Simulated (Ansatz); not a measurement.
C₂H₉BSi₂ (`[SiH3][SiH]1CBC1`), relaxed with RKS PBE0-D4/def2-TZVP in Ansatz from a PBE-D4/def2-SVP geometry. The force threshold is 0.005 eV/Å; the program also tests the step.

Total charge 0; spin multiplicity 1.

Start:

```xyz
14

Si    0.517    1.431   -1.663
Si   -0.251   -0.476   -0.538
C     0.899   -1.255    0.837
B     0.013   -0.236    1.625
C    -1.423   -0.221    1.006
H    -0.595    2.060   -2.462
H     1.023    2.433   -0.660
H     1.637    1.077   -2.606
H    -0.785   -1.523   -1.479
H     2.000   -1.187    0.843
H     0.561   -2.312    0.800
H     0.490    0.746    2.170
H    -1.986   -1.177    0.985
H    -2.100    0.640    1.140
```

| step | energy (eV) | largest force (eV/Å) | largest move (Å) |
| --- | --- | --- | --- |
| 1 | -18643.2087 | 0.541 | 0.000 |
| 2 | -18643.2550 | 0.224 | 0.026 |
| 3 | -18643.2605 | 0.059 | 0.011 |
| 4 | -18643.2608 | 0.014 | 0.004 |
| 5 | -18643.2608 | 0.013 | 0.002 |
| 6 | -18643.2609 | 0.014 | 0.005 |
| 7 (rejected) | -18643.2609 | 0.008 | 0.010 |
| 8 (rejected) | -18643.2608 | 0.018 | 0.005 |
| 9 | -18643.2609 | 0.002 | 0.003 |

End:

```xyz
14

Si    0.512    1.419   -1.652
Si   -0.252   -0.479   -0.533
C     0.888   -1.238    0.823
B     0.014   -0.230    1.618
C    -1.404   -0.217    0.989
H    -0.588    2.040   -2.440
H     1.016    2.412   -0.665
H     1.617    1.066   -2.585
H    -0.775   -1.502   -1.477
H     1.971   -1.175    0.833
H     0.550   -2.278    0.802
H     0.479    0.722    2.179
H    -1.953   -1.164    0.983
H    -2.074    0.625    1.125
```

It took 44 s on 4 threads of an Arm Neoverse V1 on a shared host, with 0.65 GiB of host memory at the peak.
